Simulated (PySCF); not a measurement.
# A survey of ³¹P NMR shifts

Level of theory: GIAO PBE0/pcSseg-1 shieldings, GFN2-xTB structure, in PySCF (relativity neglected, averaged over atoms made equivalent by symmetry, fast rotation or ring inversion, in vacuum, single conformer).

Shieldings were converted by a linear fit to measured shifts: ³¹P (scatter 18.1 ppm rms vs H3PO4, solution or neat liquid). A few per cent of atoms miss by over 2 rms, more outside the fitted compound classes.

(1) Give the ³¹P shifts of `[SiH3][Si@H](P)C1CCCC1`, `c1occ(C2CC2)p1`, `CCc1oc2ccccc2p1`.

(2) Order these by ³¹P shift, lowest first.
A. COC1=C(c2ccccc2)P1
B. P[SiH2][SiH2]C1CCCC1
C. C=CP(C#CC)c1ccco1
D. C=CC1=C[P@H](=O)C=C1
E. C=Cn1ncpc1OC
F. [SiH3]N([SiH3])P1CCCC1

## Answers

(1) 
```tsv
compound	environment	δ (ppm)
[SiH3][Si@H](P)C1CCCC1	phosphorus bonded to Si, 2 H	-240.9
c1occ(C2CC2)p1	phosphorus bonded to 2 C, in a 5-membered ring	105.5
CCc1oc2ccccc2p1	phosphorus bonded to 2 C, in a 5-membered ring	86.0
```

(2) B (-248.5 ppm, phosphorus bonded to Si, 2 H), A (-175.7 ppm, phosphorus bonded to 2 C, H, in a 3-membered ring), C (-40.3 ppm, phosphorus bonded to 3 C), D (3.7 ppm, phosphorus bonded to 2 C, O, H, in a 5-membered ring), E (28.7 ppm, phosphorus bonded to 2 C, in a 5-membered ring), F (61.3 ppm, phosphorus bonded to 2 C, N, in a 5-membered ring).
